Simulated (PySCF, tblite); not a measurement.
Compound: C4H8ClFO4S.
SMILES: `COC(OC)[C@H](F)S(=O)(=O)Cl`

Jobs on this species (19 atoms, 106 electrons) with PySCF (density fitting) and tblite. Hardware of each: one thread of an Arm Neoverse V1, no GPU, shared host. Times come from a shared host and carry two figures at best.

```json
{"level and settings": "GFN2-xTB", "work": "Hessian by finite differences", "basis functions": "–", "SCF cycles": "–", "wall time": "?"}
{"level and settings": "PBE0/pcSseg-1", "work": "shieldings, charges and field gradients", "basis functions": "241", "SCF cycles": "16", "wall time": "68 s"}
{"level and settings": "GFN2-xTB", "work": "L-BFGS relaxation", "basis functions": "–", "SCF cycles": "–", "wall time": "1.4 s"}
```

Problem. Fill in the missing figures.

Solution. 
- GFN2-xTB; Hessian by finite differences: 1.0 s

Problem. What do all jobs in the table cost together?

Solution. About 70 s; the longest takes about 97 % of that, and about 68 times as long as the shortest.
